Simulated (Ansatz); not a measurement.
**What each rung costs, and what it gives**

Saddle point of SiN3H7, singlet (SiN₃H₇ ([NH2][SiH]([NH2])[NH2]) → SiN₃H₅ ([NH][Si]([NH2])[NH2]) + H₂; bonds formed: H2–H4; bonds broken: Si1–H2, N3–H4), PBE0-D4/def2-TZVP structure:

| atom | x (Å) | y (Å) | z (Å) |
| --- | --- | --- | --- |
| Si1 | 0.0440 | 0.1352 | -0.1106 |
| H2 | 0.3363 | -1.4394 | -0.9525 |
| N3 | 0.5847 | 0.7342 | -1.5106 |
| H4 | 0.5687 | -0.7622 | -1.5336 |
| N5 | 0.9580 | 0.0032 | 1.3019 |
| N6 | -1.5800 | 0.0454 | 0.3399 |
| H7 | 0.7408 | 1.6591 | -1.8734 |
| H8 | 1.9608 | 0.0612 | 1.2641 |
| H9 | 0.6139 | -0.3048 | 2.1950 |
| H10 | -1.9233 | -0.2668 | 1.2318 |
| H11 | -2.3039 | 0.1348 | -0.3522 |

Barriers are electronic and count from the start structure reached by relaxing down the imaginary mode.

Computed with Ansatz 0.2.0 (basis: as named in each row); correlated methods freeze the cores. B3LYP uses VWN-RPA correlation. Extrapolation: Hartree–Fock as exp(−7.88 √X), correlation as X^−2.97.

Times are rough, for one single point on 4 threads of a shared host (Arm Neoverse V2).

The estimate by CCSD(T) at an estimated basis limit (MP2 extrapolated from triple and quadruple zeta, plus CCSD(T) − MP2 in triple zeta) is 70.10 kcal/mol.

| method | basis | time (s) | barrier (kcal/mol) | method less estimate |
| --- | --- | --- | --- | --- |
| HF | STO-3G | under 1 | 155.57 | 85.48 |
| PBE-D4 | STO-3G | under 1 | 108.89 | 38.79 |
| SPW92 | def2-SVP | under 1 | 60.76 | -9.34 |
| B3LYP-D4 | 6-31G | under 1 | 83.91 | 13.82 |
| PBE-D4 | def2-SVP | under 1 | 63.69 | -6.41 |
| PBE0-D4 | def2-SVP | under 1 | 69.79 | -0.31 |
| SPW92 | def2-TZVPP | under 1 | 58.85 | -11.25 |
| PBE-D4 | def2-TZVPP | 1 | 61.86 | -8.24 |
| BLYP-D4 | def2-TZVPP | 2 | 63.90 | -6.20 |
| B3LYP-D4 | def2-TZVPP | 2 | 68.26 | -1.83 |
| BHLYP-D4 | def2-TZVPP | 2 | 74.63 | 4.54 |
| PBE0-D4 | def2-TZVPP | 2 | 67.44 | -2.65 |
| CAM-B3LYP-D4 | def2-TZVPP | 2 | 70.50 | 0.41 |
| CCSD(T) | def2-SVP | 2 | 75.56 | 5.47 |
| wB97M-V | def2-SVP | 3 | 71.44 | 1.35 |
| r2SCAN-D4 | def2-TZVPP | 3 | 65.53 | -4.57 |
| r2SCAN0-D4 | def2-TZVPP | 3 | 69.38 | -0.71 |
| B2PLYP | def2-TZVPP | 4 | 69.32 | -0.78 |
| PBE-QIDH | def2-TZVPP | 4 | 70.73 | 0.63 |
| RPA on PBE | def2-TZVPP | 4 | 70.89 | 0.80 |
| wB97X-V | def2-TZVPP | 5 | 71.29 | 1.19 |
| B97M-V | def2-TZVPP | 6 | 67.77 | -2.33 |
| wB97M-V | def2-TZVPP | 6 | 69.52 | -0.58 |
| MP2 | def2-QZVPP | 14 | 68.76 | -1.33 |
| CCSD(T) | def2-TZVPP | 71 | 71.11 | 1.01 |

All methods are single points on the PBE0-D4 structures.

T1 diagnostic: at most 0.014.

Labels in which every atom is bracketed show which atoms are joined, not bond orders.
